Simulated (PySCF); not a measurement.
# Computed properties of C2H6B, SMILES C[B]C

C₂H₆B, SMILES C[B]C (connectivity only; charge and spin as stated), charge +1, multiplicity 1. Coordinates come from a ωB97X-D3(BJ)/def2-TZVP optimisation. The multiplicity is an assumed one; other spin states were not compared. The isomer is the one that the SMILES or the coordinates give; other isomers of the formula were not compared. The values are those of a single conformer. All values are computed for the isolated molecule unless a solvent is named; none is compared with measurement here.

**Structure.** The optimised structure has D3d symmetry. All 21 harmonic modes at ωB97X-D3(BJ)/def2-TZVP (PySCF) are real, so it is a minimum. With heavy atoms numbered as in [CH3:1][B:2][CH3:3], the shortest bond between them is C1–B2 at 1.480 Å and the longest B2–C3 at 1.480 Å.

**Vibrations.** The strongest infrared lines (harmonic, unscaled, degenerate partners summed) lie at 1504 cm⁻¹ (463 km/mol, B 56 %, C 36 %), 3023 cm⁻¹ (176 km/mol, H 97 %), 909 cm⁻¹ (161 km/mol, H 46 %, B 29 %, C 26 %). The softest mode is at 48 cm⁻¹ and the zero-point energy is 46.5 kcal/mol.

**Electronic structure.** M06-2X/def2-TZVPD (PySCF) places the frontier levels at -18.51 and -6.51 eV, a gap of 12.00 eV and a mean polarisability of 33.6 bohr³. PBE/def2-TZVPD (PySCF) at the same geometry gives -15.62 and -8.51 eV, so its gap is 4.89 eV narrower. An orbital gap is neither the optical nor the fundamental gap.

**Excitations.** TDDFT-PBE0/def2-SVPD (PySCF) has S1 at 7.67 eV (162 nm, f = 0.000, dark); the most intense of the 10 singlets computed lies at 9.44 eV (f = 0.77). Strengths of degenerate partners are summed. T1 (TDA) is at 6.94 eV. TDDFT-PBE/def2-SVPD (PySCF) puts S1 at 7.32 eV. No vertical singlet excitation falls in the visible range (under 3.1 eV).

**NMR.** GIAO shifts at PBE0/pcSseg-1 (PySCF) (non-relativistic, atoms alike by connectivity averaged): ¹³C at 9.7 ppm against TMS; ¹H at 2.8 ppm against TMS; ¹¹B at 95.4 ppm against BF3.
